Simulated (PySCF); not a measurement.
**Assigning NMR signals**

Molfile (atoms numbered from 1):
```
C4H13N3Si2
     RDKit          3D

 22 21  0  0  0  0  0  0  0  0999 V2000
    4.5445    1.4790    0.4669 C   0  0  0  0  0  0  0  0  0  0  0  0
    3.6105    0.6001   -0.1472 N   0  0  0  0  0  0  0  0  0  0  0  0
    2.3778    0.8684   -0.1473 C   0  0  0  0  0  0  0  0  0  0  0  0
    1.4283   -0.0435   -0.7701 C   0  0  0  0  0  0  0  0  0  0  0  0
    0.1989    0.2131   -0.7584 N   0  0  0  0  0  0  0  0  0  0  0  0
   -1.1946   -0.6060   -1.3544 Si  0  0  0  0  0  4  0  0  0  0  0  0
   -2.2413   -0.7276    0.0249 N   0  0  0  0  0  0  0  0  0  0  0  0
   -2.3217    0.4209    0.9084 C   0  0  0  0  0  0  0  0  0  0  0  0
   -3.4856   -1.9132    0.2330 Si  0  0  0  0  0  4  0  0  0  0  0  0
    4.0883    2.3723    0.9147 H   0  0  0  0  0  0  0  0  0  0  0  0
    5.2743    1.7768   -0.2877 H   0  0  0  0  0  0  0  0  0  0  0  0
    5.0816    0.9178    1.2335 H   0  0  0  0  0  0  0  0  0  0  0  0
    1.9505    1.7713    0.3097 H   0  0  0  0  0  0  0  0  0  0  0  0
    1.8736   -0.9341   -1.2267 H   0  0  0  0  0  0  0  0  0  0  0  0
   -1.6908    0.3126   -2.3864 H   0  0  0  0  0  0  0  0  0  0  0  0
   -1.0209   -1.9642   -1.8639 H   0  0  0  0  0  0  0  0  0  0  0  0
   -1.3857    0.9729    0.8877 H   0  0  0  0  0  0  0  0  0  0  0  0
   -3.1288    1.0972    0.6100 H   0  0  0  0  0  0  0  0  0  0  0  0
   -2.5150    0.0949    1.9314 H   0  0  0  0  0  0  0  0  0  0  0  0
   -3.4757   -2.3033    1.6481 H   0  0  0  0  0  0  0  0  0  0  0  0
   -4.8064   -1.3562   -0.0953 H   0  0  0  0  0  0  0  0  0  0  0  0
   -3.1721   -3.0299   -0.6486 H   0  0  0  0  0  0  0  0  0  0  0  0
  1  2  1  0
  2  3  2  0
  3  4  1  0
  4  5  2  0
  5  6  1  0
  6  7  1  0
  7  8  1  0
  7  9  1  0
  1 10  1  0
  1 11  1  0
  1 12  1  0
  3 13  1  0
  4 14  1  0
  6 15  1  0
  6 16  1  0
  8 17  1  0
  8 18  1  0
  8 19  1  0
  9 20  1  0
  9 21  1  0
  9 22  1  0
M  END
```

- geometry: GFN2-xTB
- σ from GIAO-PBE0/pcSseg-1
- program: PySCF 2.14
- non-relativistic Hamiltonian, a single conformation, equivalent nuclei averaged, no solvent

References, each an isolated molecule treated in the same way: $^{13}$C (186.93 ppm), $^{1}$H (31.72 ppm) against TMS.

**Question.** Assign these signals to the numbered atoms. $^{13}$C{$^{1}$H} NMR (computed): δ 177.3 (CH), 170.9 (CH), 52.4 (CH3), 33.1 (CH3).

**Answer.** 
| δ (ppm) | atoms | environment | reason |
| --- | --- | --- | --- |
| 177.3 | C4 | C=N carbon | – |
| 170.9 | C3 | C=N carbon | – |
| 52.4 | C1 | methyl carbon bonded to N | pulled downfield by the heteroatom |
| 33.1 | C8 | methyl carbon bonded to N | – |

**Question.** Assign these signals to the numbered atoms. $^{1}$H NMR (300 MHz, computed): δ 8.72 (d, 1H), 7.86 (d, 1H), 5.31 (s, 2H), 4.67 (s, 3H), 4.01 (s, 3H), 3.11 (s, 3H).

**Answer.** 
| δ (ppm) | atoms | environment | reason |
| --- | --- | --- | --- |
| 8.72 | H14 | hydrogen on a C=N carbon | – |
| 7.86 | H13 | hydrogen on a C=N carbon | – |
| 5.31 | H15/H16 | hydrogen on a silicon bonded to 2 N | – |
| 4.67 | H20/H21/H22 | hydrogen on a silicon bonded to N | – |
| 4.01 | H10/H11/H12 | hydrogen on a methyl carbon bonded to N | its carbon carries N, which withdraws density |
| 3.11 | H17/H18/H19 | hydrogen on a methyl carbon bonded to N | – |

Shifts are as computed. Against solution values, carbons near 30 ppm lie about +3 ppm off and those near 130 ppm about +5 ppm. Of 1309 compounds with measured shifts, 239 miss one by over three times the rms of a fit or turn the order of signals round; such compounds aren't used in these exercises. Multiplicities follow the n + 1 count of equivalent neighbours, as no J values were calculated; m marks all less simple cases, F and P coupling included.
